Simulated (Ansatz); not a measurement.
Reactions of `FC(F)C1(F)OC1(F)F`.

Computed with Ansatz on PBE0-D4/def2-TZVP structures; ΔE is electronic, products minus reactants. CBS: MP2 limit from def2 TZ/QZ plus the TZ coupled-cluster correction, frozen cores. This one scheme is used for every species, atoms too. Open shells (•) are unrestricted, without spin–orbit coupling. Spin–orbit coupling would lower the free atoms: a little for C, F, O. Each species was taken in one conformer, which may not be the lowest.

Order these by ΔE at CCSD(T)/CBS, lowest first. (Best estimate.)
A. `FC(F)C1(F)OC1(F)F` + `OC(F)F` → `FC(F)OC(F)F` + `FC1OC1(F)F`
B. `FC(F)C1(F)OC1(F)F` + H–F → `FC1(F)OC1(F)F` + `FCF`
C. `FC(F)C1(F)OC1(F)F` + H₂ → `FC1OC1(F)F` + `FCF`
D. `FC(F)C1(F)OC1(F)F` + `OC(F)CF` → `FCC(F)OC(F)F` + `FC1OC1(F)F`
E. `FC(F)C1(F)OC1(F)F` → `FC1(F)OC1(F)F` + `[CH]F`
F. `FC(F)C1(F)OC1(F)F` → `F[C]F` + `FC1OC1(F)F`
G. `FC(F)C1(F)OC1(F)F` → 3 C• + 5 F• + H• + O•

C (-53.5 kJ/mol), D (-3.0 kJ/mol), A (+17.2 kJ/mol), B (+31.7 kJ/mol), F (+237.6 kJ/mol), E (+376.1 kJ/mol), G (+4199.2 kJ/mol).

Largest T1 diagnostic: 0.018, for `[CH]F`.
